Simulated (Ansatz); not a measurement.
Cartesian coordinates (Å):
SMILES: C=NC=[SiH2]
```xyz
9

C     -1.9500     0.1026     0.1537
N     -0.7861     0.0558     0.6710
C      0.3237    -0.0263    -0.1505
Si     1.9147    -0.0904     0.5128
H     -2.8180     0.1665     0.8023
H     -2.1202     0.0813    -0.9291
H      0.1744    -0.0497    -1.2352
H      2.1736    -0.0617     1.9595
H      3.0878    -0.1780    -0.3721
```
Charge 0, spin multiplicity 1.

The numbers are results of frozen-core CCSD(T)/cc-pVTZ // B3LYP-D3(BJ)/def2-TZVP in Ansatz (an electronic-structure program), not measurements. The restricted HF reference is unstable towards unrestricted orbitals.

```json
{
  "HF energy": "-421.98868 Ha",
  "MP2 correlation energy": "-0.64771 Ha"
}
```

**Question.** Estimate the CCSD correlation energy, the (T) correction, the total energy and the T1 diagnostic.

**Answer.** 
```json
{
 "CCSD correlation energy": "-0.68095 Ha",
 "(T) correction": "-0.03406 Ha",
 "CCSD(T) total energy": "-422.70369 Ha",
 "T1 diagnostic": "0.014"
}
```
